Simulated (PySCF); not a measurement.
Compound: C7H5FN (doublet state).
Structure used (GFN2-xTB), in Å, numbered top down from 1:
```
atom  x, y, z in Å
N1     3.0723   -0.9595   -1.6801
C2     2.1986   -0.4386   -1.1479
C3     1.1210    0.1900   -0.5188
C4     0.9829    0.9944    0.5498
C5    -0.5297    1.0537    0.4447
C6    -1.1573   -0.0688    1.1829
C7    -1.0228   -1.0265    0.0594
F8    -2.2255   -1.4598   -0.4729
C9    -0.3640    0.1028   -0.7769
H10    1.6612    1.3989    1.2774
H11   -1.0016    2.0327    0.4363
H12   -1.5389   -0.1646    2.1777
H13   -0.4285   -1.9380    0.2115
H14   -0.7683    0.2828   -1.7653
```

Identity: `N#CC1=C[C@@H]2[CH][C@@H](F)[C@H]12` [radical].

Computed, not measured: PySCF, UKS B3LYP, pcH-1 on C F H N, non-relativistic, mean-field spin-orbit, GIAO. Isolated species at its GFN2-xTB geometry, gas phase. Couplings are sensitive to structure, and on GFN2-xTB geometries they can be far from those on DFT ones. No stability test was run, so a lower SCF solution isn't excluded.

Largest spin populations (Mulliken): C6 (+0.98) and C5 (-0.07). No atom but C6 exceeds +0.15. The positive populations add up to 1.17 and the negative ones to -0.17, together 2S = 1. The angles at C6 add up to 360.0°, so it is planar; its axial dipolar tensor and the negative coupling of its proton fit spin in a p orbital normal to that plane.

Find Q in a(H) = Q·ρ(C) for the protons on the planar carbons that carry spin.

```csv
H,C,ρ(C),a(H) (G),a/ρ (G)
H12,C6,+0.981,-21.41,-21.8
```

One proton gives one ratio, Q = -21.8 G, and no test of linearity. In every row coupling and population have opposite signs.

How do the β-proton couplings of this frozen conformer go with θ, the angle between the C–H bond and the normal to the plane of the spin centre's three neighbours, both seen down the bond from centre to carbon?

```csv
β H,on,centre,θ (°),cos²θ,a (G)
H11,C5,C6,42,0.56,+22.63
H13,C7,C6,30,0.75,+19.21
```

Couplings in gauss use g_iso = 2.0024.
